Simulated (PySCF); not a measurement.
Working with the constants of GaS⁺

UHF-CCSD(T) constants of GaS⁺, ³Σ⁻ (triplet), unpaired electrons π ↑↑ (basis Ga pcseg-1, S pcseg-1; no relativity; PySCF 2.14; masses 68.9256 and 31.9721 u):

```
ωe            : 125.2 cm⁻¹
ωexe          : 1.02 cm⁻¹
Be            : 0.084379 cm⁻¹
αe            : 0.000863 cm⁻¹
De to Ga⁺ + S : 0.483 eV
```

Question: What force constant and bond length do these constants imply?

Answer: Reduced mass μred = 21.841 u; k = 5.8918×10⁻⁷·μred·ωe² (u, cm⁻¹, mdyn/Å) = 0.202 mdyn/Å; Re = √(16.8576/(μred·Be)) (u, cm⁻¹, Å) = 3.024 Å.

Question: Estimate the centrifugal constant D from the Kratzer relation and find the Dunham coefficient a1.

Answer: D = 4Be³/ωe² = 1.53e-07 cm⁻¹; a1 = −1 − αeωe/(6Be²) = -3.53.

Correlated steps freeze 14 core orbitals. Correlated levels converge slowly with the basis: in double zeta they bind strong bonds too weakly, by up to about 1 eV, and carry superposition errors of some tenths. Spin–orbit coupling is left out. For an ion De counts to the pair picked by the measured ionisation energies or electron affinities, which need not be the lowest pair at this level. The state was picked by a PBE0 search and need not be the measured ground state.
